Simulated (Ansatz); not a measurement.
Ansatz (a quantum-chemistry and plane-wave program) input:
A basis named .json is the Basis Set Exchange file of that set.

Ansatz 0.2 input:
```yaml
crystal:
  periodic: [false, false, false]
  atoms:
    - {symbol: B, position_ang: [-0.00743775, -0.15429228, 0.05506089]}
    - {symbol: C, position_ang: [1.50809995, -0.40890066, 0.02162352]}
    - {symbol: O, position_ang: [-0.46417787, 1.20966664, -0.38917484]}
    - {symbol: O, position_ang: [-1.09062394, -0.83256379, 0.38257350]}
    - {symbol: H, position_ang: [1.75418833, -1.41596684, 0.35703570]}
    - {symbol: H, position_ang: [2.04527009, 0.29537707, 0.66487847]}
    - {symbol: H, position_ang: [1.91070173, -0.28840568, -0.98918238]}
    - {symbol: H, position_ang: [-1.41124497, 1.44139236, -0.39390998]}
    - {symbol: H, position_ang: [-1.00217824, -1.74131625, 0.69611216]}
    - {symbol: H, position_ang: [0.13026661, 1.91696192, -0.68716883]}
basis:
  gaussian:
    orbitals: def2-QZVPP.json
hamiltonian:
  xc: {name: PBE0}
total_charge: 1
```

Problem. Predict the final energy.

Solution. -216.69694 Eh (PBE0/def2-QZVPP). The basis has 408 functions.

It need not be the lowest isomer of its formula.
